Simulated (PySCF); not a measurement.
A TDDFT job was run through a driver script with this input:

```
{"job": {"kind": "uv", "xc": "PBE0", "basis": "def2-SVPD", "nstates": 6, "ntriplets": 2}, "charge": 0, "multiplicity": 1}
C     -2.295220    -0.574481     0.381894
C     -1.223693     0.466300     0.081246
As     0.349524     0.289993     1.301072
Si     1.260025    -1.629211     0.362329
Si     1.695871     1.819589     0.189537
H     -3.169263    -0.434474    -0.254209
H     -1.909069    -1.580193     0.215558
H     -2.614943    -0.501263     1.422145
H     -1.644706     1.469374     0.212563
H     -0.907306     0.384270    -0.963514
H      1.186073    -1.671098    -1.107433
H      0.561967    -2.831270     0.844245
H      2.671088    -1.778818     0.737493
H      3.082830     1.736186     0.662099
H      1.725163     1.654755    -1.273231
H      1.224059     3.189286     0.444280
```

The program printed:

```
coarse grid: 57712 points
cycle   1  E = -2896.5462708577  dE = -7.407e-01  |g| = 3.070e-01  |ddm| = 4.810e+00
cycle   2  E = -2896.5414335837  dE =  4.837e-03  |g| = 3.233e-01  |ddm| = 8.633e-01
cycle   3  E = -2896.5675324184  dE = -2.610e-02  |g| = 5.949e-02  |ddm| = 4.456e-01
cycle   4  E = -2896.5685089726  dE = -9.766e-04  |g| = 1.784e-02  |ddm| = 9.881e-02
cycle   5  E = -2896.5685923031  dE = -8.333e-05  |g| = 4.907e-03  |ddm| = 3.013e-02
cycle   6  E = -2896.5685979759  dE = -5.673e-06  |g| = 8.848e-04  |ddm| = 8.151e-03
final grid: 118440 points
cycle   7  E = -2896.5686236694  dE = -1.010e-07  |g| = 8.999e-04  |ddm| = 6.782e-03
cycle   8  E = -2896.5686236098  dE =  5.964e-08  |g| = 9.959e-04  |ddm| = 2.972e-03
cycle   9  E = -2896.5686238562  dE = -2.464e-07  |g| = 6.109e-05  |ddm| = 1.596e-03
cycle  10  E = -2896.5686238575  dE = -1.249e-09  |g| = 6.382e-06  |ddm| = 1.266e-04
cycle  11  E = -2896.5686238575  dE = -1.955e-11  |g| = 4.486e-06  |ddm| = 2.681e-05
converged SCF energy = -2896.5686238575

Static polarisability (au): isotropic 116.742, principal 98.082 120.537 131.607

Singlet excitations
state   eV       nm        f      main configurations
  1   5.5025    225.3   0.03945   H->L 0.94
  2   6.0250    205.8   0.04742   H->L+2 0.40, H->L+3 0.29, H->L+1 0.28
  3   6.1491    201.6   0.05120   H->L+2 0.48, H->L+1 0.41
  4   6.2092    199.7   0.03932   H->L+3 0.65, H->L+1 0.21
  5   6.6404    186.7   0.01621   H->L+4 0.51, H->L+5 0.40
  6   6.7249    184.4   0.02405   H->L+5 0.52, H->L+4 0.43

Triplet excitations (Tamm-Dancoff, eV): 4.8361 5.2433
```

The calculation used TDDFT PBE0/def2-SVPD, vertical, gas phase, core orbitals frozen in the response (PySCF 2.14.0, density-fitted response routines). The structure is a single GFN2-xTB conformer in the gas phase; no vibrational or solvent corrections. Relativistic effects, spin–orbit coupling among them, are left out although an element past zinc is present.

**Question.** What share of the summed oscillator strength falls to the strongest level in this window?

**Answer.** State 3 at 202 nm: 0.0512 of 0.2177, or 24%.

**Question.** How many basis functions and electrons does this run hold?

**Answer.** 214 basis functions for 84 electrons in 42 doubly occupied orbitals.

**Question.** Give the energy of state 2 in hartree, cm⁻¹ and kJ/mol.

**Answer.** 0.22141 hartree, 48595 cm⁻¹, 581.3 kJ/mol.

**Question.** How much of the mean polarisability do the listed states account for?

**Answer.** The sum over states Σ f/ΔE² (ΔE in hartree) gives 4.36 au, 4% of the total; the rest comes from higher roots of the same response equations.

**Question.** What transition dipole goes with state 3?

**Answer.** |μ|² = 3f / (2ΔE) = 3 × 0.0512 / (2 × 0.2260) = 0.340 au, so |μ| = 1.48 D.

**Question.** Write the structure that the coordinates describe.

**Answer.** `CC[As]([SiH3])[SiH3]` (C2H11AsSi2), point group C1.

The SCF starts on a coarse grid; the energy jumps when the final grid takes over, and dE counts afresh there. H and L stand for HOMO and LUMO.

Shape of the structure used: `[CH3:1][CH2:2][As:3]([SiH3:4])[SiH3:5]`: C1–C2–As3–Si4 74°.
